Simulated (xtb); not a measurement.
xtb input (GFN1-xTB):

```bash
xtb mol.xyz --gfn 1 --sp --chrg -1 --uhf 0
```
mol.xyz:
```
8

C      0.20756671    -1.27918007     0.31677207
C      1.12713930    -0.21698356     0.02421921
N      0.59409187     0.98334551    -0.26388317
N     -0.73106991     0.74339095    -0.16759123
C     -0.97906541    -0.57486667     0.17134272
H      2.21258428    -0.27635508     0.00984356
H     -1.37271038     1.49934109    -0.34076485
H     -2.01487117    -0.88395942     0.27723803
```

End of the output:

```
         :::::::::::::::::::::::::::::::::::::::::::::::::::::
         ::                     SUMMARY                     ::
         :::::::::::::::::::::::::::::::::::::::::::::::::::::
         :: total energy             -14.435635030234 Eh    ::
         :: gradient norm              0.027311068438 Eh/a0 ::
         :: HOMO-LUMO gap              2.904087128631 eV    ::
         ::.................................................::
         :: SCC energy               -14.593354665081 Eh    ::
         :: -> electrostatic           0.158635259760 Eh    ::
         :: repulsion energy           0.160088978201 Eh    ::
         :: dispersion energy         -0.002369343355 Eh    ::
         :: halogen bond corr.         0.000000000000 Eh    ::
         :: add. restraining           0.000000000000 Eh    ::
         :: total charge              -1.000000000000 e     ::
         :::::::::::::::::::::::::::::::::::::::::::::::::::::

           -------------------------------------------------
          |                Property Printout                |
           -------------------------------------------------

    * Orbital Energies and Occupations

         #    Occupation            Energy/Eh            Energy/eV
      -------------------------------------------------------------
         1        2.0000           -0.5761072             -15.6767
         2        2.0000           -0.4751455             -12.9294
         3        2.0000           -0.4009586             -10.9106
         4        2.0000           -0.3563841              -9.6977
         5        2.0000           -0.3424153              -9.3176
         6        2.0000           -0.3198025              -8.7023
         7        2.0000           -0.2834150              -7.7121
         8        2.0000           -0.2741503              -7.4600
         9        2.0000           -0.2281607              -6.2086
        10        2.0000           -0.2000346              -5.4432
        11        2.0000           -0.1679694              -4.5707
        12        2.0000           -0.1532936              -4.1713
        13        2.0000           -0.1056262              -2.8742 (HOMO)
        14                          0.0010971               0.0299 (LUMO)
        15                          0.0766436               2.0856
        16                          0.0800016               2.1770
Note: The following floating-point exceptions are signalling: IEEE_DENORMAL
normal termination of xtb
        17                          0.1183484               3.2204
        18                          0.1398383               3.8052
        19                          0.3316510               9.0247
        20                          0.4516682              12.2905
        21                          0.4625704              12.5872
        22                          0.5089831              13.8501
        23                          0.5705908              15.5266
        24                          0.6176195              16.8063
       ...                                ...                  ...
        26                          0.8240877              22.4246
      -------------------------------------------------------------
                  HL-Gap            0.1067232 Eh            2.9041 eV
             Fermi-level           -0.0522646 Eh           -1.4222 eV

  Mulliken/CM5 charges         n(s)   n(p)   n(d)
     1C    -0.64552 -0.63786   1.393  3.253  0.000
     2C     0.13922  0.17586   1.021  2.840  0.000
     3N    -0.39067 -0.50689   1.597  3.794  0.000
     4N    -0.16824 -0.45201   1.398  3.771  0.000
     5C     0.09287  0.11603   1.009  2.898  0.000
     6H    -0.08815 -0.02281   1.088  0.000  0.000
     7H     0.14340  0.34695   0.857  0.000  0.000
     8H    -0.08291 -0.01928   1.083  0.000  0.000

Wiberg/Mayer (AO) data.
largest (>0.10) Wiberg bond orders for each atom

 ---------------------------------------------------------------------------
     #   Z sym  total        # sym  WBO       # sym  WBO       # sym  WBO
 ---------------------------------------------------------------------------
     1   6 C    3.081 --     5 C    1.558     2 C    1.344
     2   6 C    3.945 --     3 N    1.479     1 C    1.344     6 H    0.977
                             4 N    0.113
     3   7 N    2.903 --     2 C    1.479     4 N    1.149     5 C    0.178
     4   7 N    3.437 --     3 N    1.149     5 C    1.148     7 H    0.942
                             2 C    0.113
     5   6 C    3.899 --     1 C    1.558     4 N    1.148     8 H    0.974
                             3 N    0.178
     6   1 H    1.033 --     2 C    0.977
     7   1 H    1.007 --     4 N    0.942
     8   1 H    1.024 --     5 C    0.974
 ---------------------------------------------------------------------------

Topologies differ in total number of bonds
Writing topology from bond orders to xtbtopo.mol

 dipole moment from electron density (au)
     X       Y       Z
  -1.2712   1.7680  -0.4112  total (Debye):    5.633

           -------------------------------------------------
          | TOTAL ENERGY              -14.435635030234 Eh   |
          | GRADIENT NORM               0.027311068438 Eh/α |
          | HOMO-LUMO GAP               2.904087128631 eV   |
           -------------------------------------------------

------------------------------------------------------------------------
------------------------------------------------------------------------
 total:
 SCF:
```

It need not be the lowest isomer of its formula. Whether it binds its extra electron was not tested at this geometry.
